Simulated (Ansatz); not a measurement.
Stepwise reaction of `C[Se][Ti]([F])([F])[Se]C` with water, as a gas-phase model of exchange steps in deposition or etching. ΔE in kJ/mol.

Computed with Ansatz on PBE0-D4/def2-TZVP structures; ΔE is electronic, products minus reactants. CCSD(T)/CBS is the MP2 limit (def2-TZVPP, def2-QZVPP) plus CCSD(T) − MP2 in def2-TZVPP, frozen cores. This one scheme is used for every species. Functionals use def2-TZVPP. B3LYP here is the variant with VWN-RPA as its local correlation; programs differ in this. For Se, Ti outer-core shells are correlated without core-valence functions, which leaves a few kJ/mol of doubt a bond. Scalar relativity is left out up to krypton. One conformer a species, not always the lowest.

```tsv
step	reaction	PBE-D4	B3LYP-D4	ωB97M-V	CCSD(T)/CBS
1	`C[Se][Ti]([F])([F])[Se]C` + H₂O → `C[Se][Ti]([OH])([F])[F]` + `C[SeH]`	-16.4	-23.1	-31.7	-11.7
2	`C[Se][Ti]([OH])([F])[F]` + H₂O → `[OH][Ti]([OH])([F])[F]` + `C[SeH]`	-15.5	-22.4	-29.1	-14.6
```

(1) By hand: ΔE of the 2 steps together at CCSD(T)/CBS.

Results:

(1) (-11.7) + (-14.6) = -26.3 kJ/mol, or -13.1 kJ/mol a step.

In ΔE the steps differ by no more than 2.9 kJ/mol. All are downhill at CCSD(T)/CBS. PBE-D4 differs from CCSD(T)/CBS by -4.7 to -0.9 kJ/mol a step. Isolated molecules leave out the surface, adducts and barriers. Largest T1 diagnostic: 0.023.
